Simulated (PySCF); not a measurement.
H2Si2, SMILES [Si]=[SiH2] (connectivity only; charge and spin as stated), neutral, multiplicity 1. Geometry optimised at TPSSh-D3(BJ)/def2-TZVP. The isomer is the one that the SMILES or the coordinates give; other isomers of the formula were not compared.

TDA-ωB97X/def2-TZVPD (PySCF) puts the lowest singlet excitations at 0.79, 2.47, 4.11, 4.35, 5.25, 5.39 eV and the lowest triplet (TDA) at 0.33 eV.

What are the lowest singlet roots from EOM-CCSD/aug-cc-pVDZ in PySCF? (The exact figures need the calculation; the answer reports its results.)

0.93, 2.48, 4.13, 4.48, 5.03, 5.22 eV; triplets 0.00, 0.50, 1.41 eV. S1 differs by 0.14 eV (second minus first; roots are paired by order, and the bases may differ).
